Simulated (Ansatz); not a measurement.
Relaxation of trans-OsCl2(PF3)4 (P4OsCl2F12) with RKS PBE-D4/def2-SVP.

```sh
$ ansatz run in.yaml --threads 2 --pin off --events-out ev --progress --plain --max-ram 22528MiB --backend cuda --devices 0, --max-vram 18GiB
```

```yaml
crystal:
  periodic: [false, false, false]
  atoms:
    - {symbol: Cl, position_ang: [0.051370, -0.018240, 2.369330]}
    - {symbol: Cl, position_ang: [-0.050610, 0.015040, -2.365210]}
    - {symbol: F, position_ang: [3.104180, 0.624000, -1.174710]}
    - {symbol: F, position_ang: [2.998490, -1.353770, 0.059730]}
    - {symbol: F, position_ang: [3.092180, 0.717810, 1.134360]}
    - {symbol: F, position_ang: [-2.996230, 1.357220, -0.032130]}
    - {symbol: F, position_ang: [-3.104080, -0.636400, 1.176480]}
    - {symbol: F, position_ang: [-3.098520, -0.699540, -1.133620]}
    - {symbol: F, position_ang: [-0.689770, 3.097670, -1.146500]}
    - {symbol: F, position_ang: [1.362050, 2.989780, -0.039500]}
    - {symbol: F, position_ang: [-0.635650, 3.106860, 1.163730]}
    - {symbol: F, position_ang: [0.673600, -3.097150, -1.156590]}
    - {symbol: F, position_ang: [-1.360700, -2.994950, -0.013920]}
    - {symbol: F, position_ang: [0.656000, -3.107260, 1.154240]}
    - {symbol: Os, position_ang: [-0.000510, -0.000380, 0.002070]}
    - {symbol: P, position_ang: [2.249030, 0.034600, 0.002040]}
    - {symbol: P, position_ang: [-2.250340, -0.033760, 0.005510]}
    - {symbol: P, position_ang: [-0.031990, 2.248950, -0.003450]}
    - {symbol: P, position_ang: [0.031490, -2.250470, -0.001870]}
basis:
  gaussian: {orbitals: def2-SVP}
hamiltonian: {xc: pbe, dispersion: d4}
scf: {lower_state_search: "off"}
output: {orbitals: {seedname: orbitals}}
relax: {f_tol: 0.03, max_steps: 70}
```

Hardware: 2 threads of AMD EPYC 7R13 on a shared host and a share (18 GiB) of an NVIDIA H100 80GB HBM3. Wall time 47 s, peak host memory 1 GiB.

Positions (Å) and forces (eV/Å) at steps 1, 2, 3, 4, 5, 7, 8, 9, 10, 11, 12, 13, 14, 15, 16 of 17:

```xyz
19
step=1 energy=-97185.0400 eV
Cl    0.051   -0.018    2.369    0.001    0.001    1.336
Cl   -0.051    0.015   -2.365   -0.001   -0.002   -1.345
F     3.104    0.624   -1.175   -0.086    0.561   -1.183
F     2.998   -1.354    0.060   -0.086   -1.190    0.057
F     3.092    0.718    1.134   -0.081    0.660    1.139
F    -2.996    1.357   -0.032    0.083    1.193   -0.038
F    -3.104   -0.636    1.176    0.087   -0.582    1.179
F    -3.099   -0.700   -1.134    0.081   -0.643   -1.143
F    -0.690    3.098   -1.147   -0.652   -0.081   -1.157
F     1.362    2.990   -0.040    1.186   -0.084   -0.028
F    -0.636    3.107    1.164   -0.586   -0.080    1.174
F     0.674   -3.097   -1.157    0.619    0.088   -1.157
F    -1.361   -2.995   -0.014   -1.195    0.084   -0.011
F     0.656   -3.107    1.154    0.610    0.081    1.168
Os   -0.001    0.000    0.002   -0.013   -0.012    0.012
P     2.249    0.035    0.002    1.038   -0.084   -0.029
P    -2.250   -0.034    0.006   -1.031    0.089    0.028
P    -0.032    2.249   -0.003    0.107    1.031    0.022
P     0.031   -2.250   -0.002   -0.083   -1.031   -0.025
19
step=2 energy=-97185.5679 eV
Cl    0.030   -0.010    2.496   -0.007    0.001   -0.378
Cl   -0.030    0.007   -2.493    0.006   -0.001    0.378
F     3.105    0.627   -1.210   -0.070    0.233   -0.522
F     3.046   -1.390    0.066   -0.082   -0.529    0.024
F     3.094    0.734    1.156   -0.057    0.294    0.514
F    -3.047    1.392   -0.031    0.087    0.527   -0.013
F    -3.102   -0.644    1.214    0.076   -0.238    0.516
F    -3.100   -0.715   -1.152    0.053   -0.281   -0.518
F    -0.707    3.094   -1.172   -0.275   -0.061   -0.517
F     1.393    3.046   -0.038    0.522   -0.092   -0.011
F    -0.652    3.105    1.195   -0.240   -0.069    0.518
F     0.690   -3.097   -1.190    0.260    0.076   -0.512
F    -1.391   -3.047   -0.020   -0.529    0.084   -0.010
F     0.672   -3.105    1.178    0.261    0.058    0.520
Os   -0.001    0.000    0.002    0.014    0.011   -0.007
P     2.298    0.010    0.000    0.039   -0.003   -0.012
P    -2.299   -0.008    0.011   -0.044   -0.017    0.012
P    -0.007    2.298   -0.001   -0.021    0.052    0.009
P     0.009   -2.299   -0.009    0.006   -0.047    0.009
19
step=3 energy=-97185.6653 eV
Cl   -0.002    0.062    2.419    0.040   -0.069    0.265
Cl   -0.040    0.077   -2.475    0.029   -0.071    0.114
F     3.089    0.608   -1.227    0.078    0.032   -0.154
F     3.035   -1.434    0.081   -0.027   -0.110    0.021
F     3.067    0.731    1.180    0.043    0.031    0.143
F    -3.031    1.410   -0.023   -0.055    0.124    0.004
F    -3.038   -0.656    1.248   -0.027   -0.038    0.106
F    -3.067   -0.734   -1.161   -0.050   -0.054   -0.121
F    -0.733    3.060   -1.189   -0.077    0.077   -0.097
F     1.404    3.009   -0.039    0.118    0.098    0.015
F    -0.669    3.068    1.222   -0.052    0.021    0.104
F     0.709   -3.061   -1.208    0.044   -0.060   -0.149
F    -1.410   -3.052   -0.026   -0.111    0.031    0.016
F     0.683   -3.077    1.201    0.025   -0.014    0.161
Os    0.002    0.017   -0.013   -0.126   -0.528   -0.047
P     2.308   -0.016    0.004   -0.296    0.200   -0.080
P    -2.290   -0.001    0.012    0.173   -0.012   -0.054
P    -0.020    2.292    0.001    0.144   -0.047   -0.126
P     0.000   -2.305   -0.006    0.127    0.389   -0.121
19
step=4 energy=-97185.6734 eV
Cl    0.018    0.047    2.425    0.032   -0.046    0.128
Cl   -0.022    0.057   -2.472    0.017   -0.035    0.023
F     3.130    0.593   -1.232   -0.024    0.021   -0.023
F     2.968   -1.448    0.081    0.080   -0.020   -0.009
F     3.089    0.716    1.184   -0.015    0.027   -0.006
F    -3.061    1.385   -0.022    0.061   -0.011   -0.012
F    -3.000   -0.688    1.250   -0.036    0.042    0.025
F    -3.041   -0.766   -1.164   -0.031    0.049   -0.064
F    -0.751    3.076   -1.184    0.009    0.024   -0.055
F     1.394    3.059   -0.036    0.032   -0.022   -0.022
F    -0.680    3.036    1.232    0.002    0.071    0.015
F     0.690   -3.103   -1.206   -0.028    0.101    0.008
F    -1.436   -2.951   -0.023    0.035   -0.097   -0.029
F     0.657   -3.059    1.211    0.012    0.015   -0.007
Os    0.010    0.026   -0.017    0.218   -0.067   -0.261
P     2.308    0.007   -0.005   -0.117   -0.061    0.053
P    -2.279   -0.008    0.007   -0.032   -0.137    0.054
P    -0.012    2.303   -0.009   -0.094    0.063    0.097
P     0.017   -2.283   -0.020   -0.122    0.083    0.085
19
step=5 energy=-97185.6940 eV
Cl    0.030    0.005    2.447    0.001   -0.008   -0.054
Cl   -0.017    0.025   -2.464   -0.005   -0.009    0.022
F     3.082    0.543   -1.268    0.008    0.000   -0.001
F     3.011   -1.414    0.170   -0.001    0.000    0.016
F     3.051    0.819    1.137   -0.002   -0.001    0.012
F    -3.020    1.408    0.060    0.006   -0.008    0.014
F    -3.040   -0.734    1.214   -0.001    0.007    0.002
F    -3.072   -0.666   -1.207   -0.008    0.006    0.001
F    -0.792    3.066   -1.155    0.003   -0.011   -0.011
F     1.409    3.022   -0.121    0.011   -0.002   -0.008
F    -0.593    3.061    1.257   -0.001    0.014    0.013
F     0.772   -3.061   -1.176   -0.010    0.016    0.000
F    -1.419   -3.008   -0.115    0.021    0.004   -0.008
F     0.599   -3.064    1.239   -0.002   -0.010   -0.001
Os    0.002    0.001   -0.011   -0.007    0.011    0.086
P     2.293    0.004    0.002    0.023    0.009   -0.026
P    -2.289   -0.012    0.012   -0.023   -0.001   -0.019
P    -0.009    2.295   -0.006   -0.011    0.013   -0.022
P     0.005   -2.289   -0.015   -0.003   -0.029   -0.017
19
step=7 energy=-97185.7084 eV
Cl    0.028   -0.009    2.456   -0.004    0.003   -0.023
Cl   -0.020    0.006   -2.451   -0.003    0.002   -0.007
F     3.103    0.445   -1.248   -0.009   -0.022    0.037
F     3.015   -1.387    0.349   -0.053    0.078   -0.006
F     3.012    0.923    1.128   -0.036   -0.050   -0.062
F    -3.006    1.410    0.255    0.030   -0.077    0.004
F    -3.024   -0.833    1.204    0.016    0.005   -0.037
F    -3.117   -0.536   -1.202    0.052    0.036    0.096
F    -0.882    3.019   -1.158    0.004   -0.017    0.033
F     1.401    3.001   -0.312   -0.083   -0.036    0.010
F    -0.477    3.116    1.232    0.028   -0.047   -0.064
F     0.877   -3.008   -1.176   -0.025    0.017    0.064
F    -1.398   -3.020   -0.302    0.083    0.062    0.014
F     0.498   -3.115    1.218   -0.015    0.007   -0.027
Os   -0.003   -0.006    0.001   -0.035    0.042    0.064
P     2.288    0.006    0.045    0.110   -0.002    0.060
P    -2.294   -0.010    0.055   -0.093    0.036   -0.029
P    -0.008    2.290   -0.045    0.057    0.072   -0.030
P     0.006   -2.292   -0.050   -0.023   -0.110   -0.099
19
step=8 energy=-97185.7126 eV
Cl    0.030   -0.015    2.457   -0.010    0.010   -0.024
Cl   -0.022    0.002   -2.448    0.002    0.006   -0.025
F     3.118    0.370   -1.238   -0.043   -0.047    0.129
F     3.014   -1.369    0.468   -0.147    0.246   -0.060
F     2.993    0.991    1.110   -0.108   -0.160   -0.176
F    -2.992    1.404    0.391    0.111   -0.285   -0.036
F    -3.018   -0.911    1.180    0.077    0.082   -0.139
F    -3.142   -0.438   -1.207    0.157    0.081    0.298
F    -0.953    3.001   -1.141    0.069   -0.067    0.123
F     1.387    2.992   -0.443   -0.277   -0.132    0.068
F    -0.391    3.141    1.223    0.061   -0.129   -0.215
F     0.953   -2.989   -1.154   -0.121    0.077    0.184
F    -1.380   -3.025   -0.424    0.275    0.181    0.073
F     0.420   -3.133    1.217   -0.039    0.042   -0.121
Os   -0.004   -0.010    0.002   -0.073    0.047    0.092
P     2.286    0.005    0.070    0.304   -0.024    0.126
P    -2.294   -0.011    0.080   -0.320    0.136   -0.089
P    -0.010    2.289   -0.071    0.161    0.264   -0.025
P     0.006   -2.293   -0.071   -0.078   -0.327   -0.183
19
step=9 energy=-97185.7273 eV
Cl    0.026   -0.011    2.458   -0.010    0.007   -0.037
Cl   -0.019    0.004   -2.451    0.002    0.001    0.009
F     3.134    0.336   -1.225   -0.025   -0.029    0.067
F     3.004   -1.358    0.519   -0.102    0.163   -0.047
F     2.985    1.012    1.103   -0.079   -0.099   -0.119
F    -2.991    1.388    0.460    0.090   -0.207   -0.034
F    -3.002   -0.950    1.164    0.044    0.040   -0.082
F    -3.154   -0.392   -1.198    0.124    0.056    0.215
F    -0.982    2.989   -1.133    0.017   -0.035    0.070
F     1.373    2.986   -0.503   -0.192   -0.099    0.056
F    -0.354    3.153    1.209    0.039   -0.100   -0.149
F     0.980   -2.983   -1.141   -0.071    0.056    0.128
F    -1.368   -3.015   -0.478    0.193    0.134    0.059
F     0.382   -3.145    1.209   -0.018    0.025   -0.063
Os   -0.004   -0.008    0.002   -0.043    0.049    0.063
P     2.286    0.006    0.081    0.202   -0.031    0.130
P    -2.294   -0.009    0.091   -0.227    0.112   -0.055
P    -0.010    2.288   -0.085    0.144    0.178   -0.033
P     0.008   -2.292   -0.081   -0.088   -0.222   -0.179
19
step=10 energy=-97185.7535 eV
Cl    0.016    0.006    2.454    0.003    0.007   -0.007
Cl   -0.002    0.007   -2.456   -0.003    0.000    0.007
F     3.178    0.239   -1.163   -0.005   -0.023    0.062
F     2.978   -1.335    0.682   -0.083    0.108   -0.039
F     2.968    1.065    1.109   -0.022    0.001   -0.019
F    -2.980    1.339    0.647    0.093   -0.184   -0.036
F    -2.951   -1.049    1.164    0.083    0.081   -0.111
F    -3.170   -0.303   -1.139   -0.004    0.004    0.070
F    -1.065    2.964   -1.135    0.047   -0.063    0.073
F     1.331    2.986   -0.680   -0.123   -0.081    0.026
F    -0.262    3.175    1.148    0.002    0.018   -0.059
F     1.040   -2.959   -1.137   -0.032    0.039    0.052
F    -1.350   -2.973   -0.649    0.121    0.087    0.027
F     0.268   -3.165    1.157   -0.022    0.010   -0.092
Os    0.003    0.005   -0.001   -0.051   -0.102   -0.024
P     2.289    0.003    0.137    0.086   -0.043   -0.019
P    -2.281   -0.015    0.150   -0.164    0.159    0.050
P    -0.009    2.290   -0.150    0.093    0.113    0.000
P    -0.001   -2.280   -0.139   -0.020   -0.131    0.039
19
step=11 energy=-97185.7523 eV rejected
Cl    0.004    0.006    2.443    0.003   -0.013    0.034
Cl   -0.002   -0.012   -2.465   -0.008   -0.011    0.028
F     3.224    0.154   -1.114   -0.145    0.004    0.232
F     2.932   -1.280    0.837   -0.047    0.209   -0.108
F     2.919    1.149    1.088   -0.018    0.007   -0.074
F    -2.957    1.317    0.838    0.225   -0.372   -0.227
F    -2.895   -1.118    1.126    0.001    0.210   -0.212
F    -3.238   -0.154   -1.093    0.090    0.050    0.186
F    -1.143    2.894   -1.101    0.137    0.012    0.175
F     1.291    2.939   -0.850   -0.248   -0.123    0.176
F    -0.145    3.220    1.103    0.031   -0.132   -0.195
F     1.136   -2.932   -1.102   -0.065    0.006    0.136
F    -1.295   -2.948   -0.819    0.267    0.060    0.146
F     0.167   -3.239    1.116   -0.017    0.219   -0.297
Os   -0.005   -0.009   -0.011    0.200    0.318    0.144
P     2.277    0.021    0.166    0.210   -0.369   -0.026
P    -2.284    0.015    0.175   -0.326   -0.091    0.278
P    -0.001    2.271   -0.172   -0.008    0.282   -0.296
P     0.015   -2.293   -0.165   -0.280   -0.268   -0.101
19
step=12 energy=-97185.7701 eV
Cl    0.012    0.007    2.454    0.001    0.002   -0.002
Cl   -0.007    0.001   -2.456    0.000    0.000    0.006
F     3.197    0.186   -1.138   -0.001   -0.011    0.032
F     2.961   -1.307    0.764   -0.028    0.041   -0.008
F     2.945    1.109    1.092   -0.005    0.004   -0.014
F    -2.963    1.318    0.740    0.037   -0.067   -0.008
F    -2.934   -1.089    1.140    0.028    0.024   -0.046
F    -3.197   -0.233   -1.116   -0.001    0.007    0.034
F    -1.105    2.941   -1.114    0.012   -0.017    0.032
F     1.309    2.963   -0.767   -0.049   -0.032    0.007
F    -0.199    3.200    1.122    0.006    0.003   -0.032
F     1.088   -2.942   -1.116   -0.006    0.011    0.027
F    -1.321   -2.960   -0.737    0.049    0.028    0.005
F     0.213   -3.193    1.133   -0.011    0.005   -0.043
Os    0.001    0.001   -0.001   -0.008   -0.026   -0.001
P     2.285    0.005    0.154    0.019   -0.021   -0.009
P    -2.281   -0.009    0.167   -0.057    0.054    0.018
P    -0.006    2.285   -0.166    0.031    0.027   -0.008
P     0.003   -2.282   -0.156   -0.018   -0.032    0.010
19
step=13 energy=-97185.7797 eV
Cl    0.010    0.007    2.456    0.001    0.000   -0.006
Cl   -0.008   -0.003   -2.454    0.001    0.000   -0.001
F     3.213    0.131   -1.116   -0.025   -0.006    0.058
F     2.948   -1.281    0.844   -0.022    0.061   -0.017
F     2.930    1.151    1.070   -0.007   -0.034   -0.038
F    -2.946    1.294    0.833    0.034   -0.079   -0.029
F    -2.920   -1.132    1.111    0.011    0.037   -0.048
F    -3.217   -0.162   -1.095    0.035    0.015    0.074
F    -1.148    2.925   -1.091    0.035   -0.016    0.039
F     1.283    2.943   -0.853   -0.072   -0.025    0.018
F    -0.140    3.217    1.098    0.006   -0.024   -0.067
F     1.136   -2.926   -1.089   -0.040    0.008    0.040
F    -1.293   -2.949   -0.826    0.080    0.035    0.026
F     0.151   -3.211    1.112   -0.015    0.020   -0.066
Os    0.001    0.000    0.001   -0.032    0.007   -0.024
P     2.282    0.005    0.171    0.050   -0.019    0.013
P    -2.280   -0.005    0.184   -0.077    0.022    0.019
P    -0.007    2.281   -0.184    0.044    0.060    0.008
P     0.003   -2.281   -0.172   -0.007   -0.062   -0.001
19
step=14 energy=-97185.7808 eV
Cl    0.003    0.008    2.447   -0.002    0.000    0.029
Cl   -0.012   -0.006   -2.463   -0.003   -0.001    0.024
F     3.226    0.046   -1.082   -0.046    0.004    0.139
F     2.922   -1.239    0.962   -0.059    0.162   -0.073
F     2.908    1.210    1.033   -0.031   -0.121   -0.077
F    -2.927    1.248    0.971    0.079   -0.212   -0.110
F    -2.912   -1.202    1.065    0.043    0.143   -0.097
F    -3.243   -0.061   -1.062    0.071    0.006    0.183
F    -1.203    2.906   -1.048    0.124    0.006    0.080
F     1.247    2.925   -0.979   -0.184   -0.077    0.118
F    -0.039    3.240    1.065    0.017   -0.092   -0.156
F     1.207   -2.917   -1.042   -0.131    0.041    0.111
F    -1.243   -2.924   -0.949    0.187    0.028    0.099
F     0.063   -3.233    1.085    0.007    0.096   -0.169
Os   -0.005    0.000   -0.008    0.149    0.007    0.136
P     2.273    0.007    0.197    0.136   -0.046   -0.033
P    -2.282   -0.007    0.213   -0.181    0.065   -0.028
P     0.002    2.278   -0.209   -0.041    0.159   -0.088
P     0.013   -2.279   -0.194   -0.137   -0.168   -0.087
19
step=15 energy=-97185.7870 eV
Cl    0.011    0.008    2.461    0.003   -0.002   -0.022
Cl   -0.006   -0.007   -2.449    0.003   -0.002   -0.029
F     3.240    0.031   -1.083   -0.037    0.009    0.044
F     2.926   -1.226    0.970    0.011    0.050   -0.033
F     2.919    1.217    1.012    0.024   -0.005   -0.024
F    -2.915    1.235    0.984    0.009   -0.067   -0.059
F    -2.902   -1.208    1.037   -0.034    0.020   -0.031
F    -3.239   -0.035   -1.064    0.033    0.005    0.053
F    -1.221    2.912   -1.035    0.030   -0.017    0.029
F     1.223    2.914   -0.990   -0.061    0.008    0.016
F    -0.036    3.235    1.062   -0.016    0.008   -0.041
F     1.208   -2.915   -1.018   -0.025   -0.026    0.004
F    -1.236   -2.930   -0.966    0.074    0.036    0.043
F     0.033   -3.230    1.084   -0.011   -0.001   -0.055
Os    0.004   -0.002    0.005   -0.127    0.052   -0.138
P     2.283    0.009    0.190   -0.008   -0.076    0.074
P    -2.275   -0.003    0.204   -0.007    0.012    0.103
P    -0.014    2.276   -0.209    0.118    0.000    0.027
P     0.000   -2.280   -0.194    0.021   -0.005    0.039
19
step=16 energy=-97185.7900 eV
Cl    0.009    0.008    2.458    0.000    0.000   -0.032
Cl   -0.007   -0.008   -2.458    0.000    0.000    0.029
F     3.234    0.020   -1.074   -0.005   -0.001   -0.003
F     2.924   -1.219    0.988   -0.005   -0.001    0.001
F     2.917    1.221    1.008   -0.006    0.003   -0.001
F    -2.917    1.225    1.000    0.006    0.001    0.000
F    -2.910   -1.215    1.034    0.005   -0.004   -0.001
F    -3.241   -0.026   -1.053    0.004    0.001   -0.003
F    -1.222    2.909   -1.028   -0.003   -0.006    0.002
F     1.218    2.918   -1.007    0.001   -0.006    0.000
F    -0.021    3.241    1.052    0.001   -0.004    0.004
F     1.214   -2.917   -1.015    0.004    0.006    0.002
F    -1.225   -2.924   -0.980   -0.001    0.007    0.000
F     0.026   -3.234    1.074   -0.001    0.005    0.003
Os    0.000    0.000    0.000    0.000    0.001    0.003
P     2.278    0.006    0.199    0.022   -0.002    0.004
P    -2.276   -0.005    0.213   -0.023    0.001    0.005
P    -0.007    2.276   -0.214    0.003    0.022   -0.006
P     0.005   -2.278   -0.198   -0.001   -0.023   -0.005
```

In the def2 sets Os takes a core potential; there is no spin–orbit coupling. Another isomer (singlet) lies 0.56 eV lower at PBE0-D4/def2-TZVP; other spin states weren't run for this one.
